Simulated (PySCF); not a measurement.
HAlClF (SMILES [F][AlH][Cl]), singlet, at a GFN2-xTB geometry (such geometries of metal compounds can be far from the true shape); DF-HF/aug-cc-pVDZ (PySCF).

PySCF was given this input:
```python
from pyscf import gto, scf

mol = gto.M(
    atom='''
Al   -0.52464528    0.16618561   -0.42484957
H    -1.68184204   -0.28978759   -1.27225638
F    -0.27036001    1.79239047   -0.51530890
Cl    0.64326298   -1.05894939    0.67253416
''',
    basis='aug-cc-pvdz',
    verbose=4,
    max_memory=1800,
)

mf = scf.RHF(mol)
mf = mf.density_fit(auxbasis='def2-universal-jkfit')
mf.kernel()
```

Output, abridged:

```
PySCF version 2.14.0

[INPUT] verbose = 4
[INPUT] num. atoms = 4
[INPUT] num. electrons = 40
[INPUT] charge = 0
[INPUT] spin (= nelec alpha-beta = 2S) = 0
[INPUT] symmetry False subgroup None
[INPUT] Mole.unit = angstrom
[INPUT] Symbol           X                Y                Z      unit          X                Y                Z       unit  Magmom
[INPUT]  1 Al    -0.524645280000   0.166185610000  -0.424849570000 AA   -0.991435891746   0.314045288744  -0.802849331439 Bohr   0.0
[INPUT]  2 H     -1.681842040000  -0.289787590000  -1.272256380000 AA   -3.178220840380  -0.547619179398  -2.404216118431 Bohr   0.0
[INPUT]  3 F     -0.270360010000   1.792390470000  -0.515308900000 AA   -0.510906373935   3.387127096580  -0.973792690551 Bohr   0.0
[INPUT]  4 Cl     0.643262980000  -1.058949390000   0.672534160000 AA    1.215590858272  -2.001124326875   1.270905371814 Bohr   0.0

nuclear repulsion = 129.929033018932
number of shells = 29
number of NR pGTOs = 146
number of NR cGTOs = 86
basis = aug-cc-pvdz
ecp = {}

******** <class 'pyscf.df.df_jk.DFRHF'> ********
method = DFRHF
initial guess = minao
damping factor = 0
level_shift factor = 0
DIIS = <class 'pyscf.scf.diis.CDIIS'>
diis_start_cycle = 1
diis_space = 8
diis_damp = 0
SCF conv_tol = 1e-09
SCF conv_tol_grad = None
SCF max_cycles = 50
direct_scf = False
Set gradient conv threshold to 3.16228e-05
Initial guess from minao.
******** <class 'pyscf.df.df.DF'> ********
auxbasis = def2-universal-jkfit
init E= -801.540519681943
  HOMO = -0.411132113297047  LUMO = 0.00419692060695898  gap/eV = 11.30168
cycle= 1 E= -801.534632555909  delta_E= 0.00589  |g|= 0.522  |ddm|=  1.4
  HOMO = -0.474145461932721  LUMO = 0.0178258446286508  gap/eV = 13.38722
cycle= 2 E= -801.58101701097  delta_E= -0.0464  |g|= 0.331  |ddm|= 0.608
  HOMO = -0.479923483867019  LUMO = 0.0238391028452902  gap/eV = 13.70808
cycle= 3 E= -801.59885493556  delta_E= -0.0178  |g|= 0.0331  |ddm|= 0.184
  HOMO = -0.477037216262587  LUMO = 0.0260064922867072  gap/eV = 13.68852
cycle= 4 E= -801.599351596648  delta_E= -0.000497  |g|= 0.00945  |ddm|= 0.0658
  HOMO = -0.476195015576858  LUMO = 0.0257520977642018  gap/eV = 13.65868
cycle= 5 E= -801.599390949825  delta_E= -3.94e-05  |g|= 0.0017  |ddm|= 0.0162
  HOMO = -0.476564574355214  LUMO = 0.0257091871724535  gap/eV = 13.66757
cycle= 6 E= -801.599392784741  delta_E= -1.83e-06  |g|= 0.000379  |ddm|= 0.00306
  HOMO = -0.476527926154502  LUMO = 0.0257135274713098  gap/eV = 13.66669
cycle= 7 E= -801.599392902654  delta_E= -1.18e-07  |g|= 0.000111  |ddm|= 0.00066
  HOMO = -0.476542514653194  LUMO = 0.0257149767014075  gap/eV = 13.66712
cycle= 8 E= -801.599392912581  delta_E= -9.93e-09  |g|= 2.56e-05  |ddm|= 0.000225
  HOMO = -0.476539166765606  LUMO = 0.0257160657406343  gap/eV = 13.66706
cycle= 9 E= -801.599392913113  delta_E= -5.31e-10  |g|= 5.18e-06  |ddm|= 4.75e-05
  HOMO = -0.47654014080095  LUMO = 0.0257159241355254  gap/eV = 13.66708
Extra cycle  E= -801.599392913129  delta_E= -1.58e-11  |g|= 2.02e-06  |ddm|= 7.72e-06
converged SCF energy = -801.599392913129
```
